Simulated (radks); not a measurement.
Ionisation of the osmium ion Os3+, [Xe] 4f14 5d5, to [Xe] 4f14 5d4 as the strength of local exchange is varied. Calculated with a radial shooting solver on a logarithmic mesh with Libxc functionals: Dirac Kohn-Sham, Slater X-alpha exchange (alpha = 2/3 is LDA exchange), no correlation, spin-unpolarised, spherical densities, point nucleus; open shells are shared between the two j in proportion to 2j + 1.

| alpha | E(Os3+) (hartree) | exchange (hartree) | IE (eV) | -e of the level emptied (eV) | <r> of it (bohr) |
|---|---|---|---|---|---|
| 0.64 | -17249.2007 | -309.0107 | 39.713 | 32.786 (5d5/2) | 1.650 |
| 0.667 | -17262.2423 | -322.3019 | 40.224 | 33.259 (5d5/2) | 1.641 |
| 0.717 | -17286.4205 | -346.9695 | 41.182 | 34.148 (5d5/2) | 1.624 |
| 0.874 | -17362.5699 | -424.8837 | 44.283 | 37.035 (5d5/2) | 1.575 |
| 0.941 | -17395.1728 | -458.3449 | 45.649 | 38.313 (5d5/2) | 1.555 |
| 1.006 | -17426.8629 | -490.9278 | 46.998 | 39.577 (5d5/2) | 1.537 |

NIST Atomic Spectra Database: 41 +/- 1.7 eV (theoretical). The Delta-SCF value meets it near alpha = 0.71. Spin polarisation and multiplet splitting are left out, so open shells lie too high by an amount that depends on their filling. Sharing an open shell by 2j + 1 raises it above the true ground level by a part of the spin-orbit splitting, which enters the differences from NIST.

Beside tabulated values, note that spin-unpolarised runs miss the spin-polarisation part of the exchange energy of open shells.
